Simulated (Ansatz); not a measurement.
fluoroethane cation (C2H5F), SMILES CCF (connectivity only; charge and spin as stated), charge +1, multiplicity 2.

The structure is a stationary point at PBE0-D3(BJ)/def2-TZVP. The spin state was assumed, not searched.

Two levels are set side by side: PBE/def2-SVPD (Ansatz, a quantum-chemistry and plane-wave program) and PBE0/def2-SVPD (Ansatz). Energy differences of separate SCF runs at the same geometry; the states with an electron removed or added have multiplicity 1 and 1. Differences are taken from unrounded values.

| quantity | PBE0 |
|---|---|
| vertical ionisation energy (eV) | 19.43 |
| vertical electron affinity (eV) | 10.55 |

Question: What does PBE give, and how far is it from PBE0? (Estimate from the structure and the level; the computed values follow.)

Answer: 
```
quantity                           PBE  PBE minus PBE0
-------------------------------  -----  --------------
vertical ionisation energy (eV)  18.90           -0.53
vertical electron affinity (eV)  10.24           -0.31
```
